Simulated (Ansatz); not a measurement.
The cluster NbSe2⁻. The state is a triplet with charge -1. Geometry r2SCAN-D4/def2-TZVP, that of the neutral doublet; atoms count from 1.

```xyz
3

Nb   -1.3463   -0.4804   -0.1666
Se    1.0102   -0.3794   -0.8508
Se    0.3361    0.8598    1.0174
```

In the def2 sets Nb takes a core potential; there is no spin–orbit coupling. The charge -1 triplet is spin-contaminated (final ⟨S²⟩ up to 2.75, 2.00 for a pure state). The highest occupied level of the charge -1 triplet lies above zero (up to 0.25 eV). It is a level of β spin, whose loss leaves a quartet; that state wasn't run at this geometry and level. The electron is either unbound and held by the finite basis, or the level is raised by self-interaction error. The structure comes from a short search, and lower isomers may exist.

Problem. Estimate the Mulliken populations from the PBE0/def2-TZVPD orbitals of Ansatz.

Solution. 
```tsv
atom	charge (e)	spin (α − β)	d electrons
Nb1	-0.35	2.25	3.48
Se2	-0.32	0.01	–
Se3	-0.33	-0.26	–
```
Mulliken values and Mayer orders depend strongly on the basis. With diffuse functions, as here, like atoms can get unlike values, and bond orders can come out too low or too high.

Problem. Where does the spin sit?

Solution. Summed by element: Nb 2.25, Se -0.25, of 2 unpaired in all. Largest on single atoms: Nb1 2.25, Se3 -0.26, Se2 0.01.

Problem. And the Mayer bond orders between bonded heavy atoms (over 0.3)?

Solution. Nb1–Se2 0.88 (2.46 Å); Nb1–Se3 1.02 (2.46 Å); Se2–Se3 0.81 (2.34 Å).
